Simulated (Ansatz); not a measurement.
Isolated molecules relaxed with PBE0-D4/def2-TZVP in Ansatz; ΔE leaves out vibrations. CCSD(T)/CBS adds triple-zeta CCSD(T) − MP2 to the extrapolated MP2 energy (def2 sets, frozen cores). DFT in def2-TZVPP. B3LYP here is the variant with VWN-RPA as its local correlation; programs differ in this. Each species was taken in one conformer, which may not be the lowest.

`C/C(F)=N/[SiH3]` + `OC(S)S` → `OC(S)S[SiH3]` + `CC(=N)F`  (ligand exchange at the Si–N bond)

```csv
level,ΔE (kJ/mol),difference from CCSD(T)/CBS
PBE-D4,-12.7,-2.8
r2SCAN-D4,-8.3,1.6
PBE0-D4,-13.2,-3.3
B3LYP-D4,-4.4,5.5
ωB97X-V,-7.4,2.5
ωB97M-V,-7.4,2.5
B2PLYP,-2.9,7.0
PBE,-10.4,-0.5
B3LYP,-0.6,9.3
HF/def2-TZVPP,1.4,11.3
MP2/def2-TZVPP,-8.0,1.9
CCSD/def2-TZVPP,-6.5,3.4
CCSD(T)/def2-TZVPP,-8.0,1.9
MP2/def2-QZVPP,-8.9,1.0
HF/CBS(def2),2.1,12.0
CCSD/CBS(def2),-8.5,1.4
CCSD(T)/CBS,-9.9,0
```

Largest T1 diagnostic among the species: 0.013.

In def2-TZVPP, CCSD(T) changes the Hartree–Fock value by −9.3 kJ/mol (the triples alone add −1.4 kJ/mol) and MP2 by −9.4 kJ/mol. The D4 term adds −3.8 kJ/mol with B3LYP and −2.1 kJ/mol with PBE0; it sums over pairs of atoms, weighted by their polarisabilities, and B3LYP, whose exchange is more repulsive, gets the larger term.

CCSD(T)/CBS has its own doubt, a few kJ/mol and more with outer-core shells, so smaller differences from it don't rank the levels.
